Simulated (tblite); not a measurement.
Start geometry of `C([Si@H](O[SiH3])[SiH2])=O` [radical] from a force field or distance geometry (Å):
```
atom  x, y, z in Å
O1    -0.0032    2.7342   -1.4682
C2     0.5839    2.0122   -0.7006
Si3   -0.3763    0.9292    0.4989
Si4   -2.2825    0.2147   -0.6453
O5     0.4666   -0.3717    1.0949
Si6    1.2754   -1.6970    0.5129
H7     1.6868    1.9448   -0.6428
H8    -0.8219    1.7392    1.6743
H9    -1.8812   -0.7801   -1.6817
H10   -3.2053   -0.4930    0.3083
H11    0.3174   -2.6181   -0.1376
H12    1.9635   -2.3807    1.6390
H13    2.2725   -1.2331   -0.4697
```

Task: What comes out of this run: GFN2-xTB geometry optimisation, gas phase in tblite 0.8.0?

Result: 
```
atom  x, y, z in Å
O1    -0.0009    3.0491   -1.2073
C2     0.4366    1.9637   -0.8790
Si3   -0.3658    0.8455    0.4301
Si4   -2.3241    0.0143   -0.3947
O5     0.6594   -0.4001    0.6374
Si6    1.4638   -1.7905    0.8082
H7     1.2750    1.5202   -1.4618
H8    -0.4627    1.5073    1.7360
H9    -3.3247    0.9103   -0.9834
H10   -2.3576   -1.1824   -1.2512
H11    0.5406   -2.8538    0.4119
H12    1.8367   -1.8761    2.2170
H13    2.6194   -1.7071   -0.0809
```

The energy falls by 43.5 kJ/mol over 116 L-BFGS steps, the largest force on an atom goes from 1.24 to 0.009 eV/Å, and the atoms move by 0.976 Å rms after alignment. The bond that changes most is Si3–Si4 (ends: silicon bonded to C, O, Si and H; silicon bonded to Si and 2 H), which shortens by 0.054 Å. Bonds longer at the end by more than 0.005 Å: 3 of 12; shorter: 9. Among the angles that change most is Si3–O5–Si6, from 138.4° to 170.6°. Among the dihedrals that turn most is C2–Si3–Si4–H9, from 72° to -51°. Rotational constants go from 2236, 1191, 904.2 to 2257, 1120, 810.4 MHz. The orientation of the end geometry is arbitrary; only internal coordinates are fixed.

GFN2-xTB frequencies show an imaginary mode (32i cm⁻¹), so the point is no minimum at that level. 2 starts were optimised and ended at 0.00 and 0.23 kcal/mol (GFN2-xTB); the lowest of these is shown.

One conformer stands for the species.

The numbers are calculated, not measured.
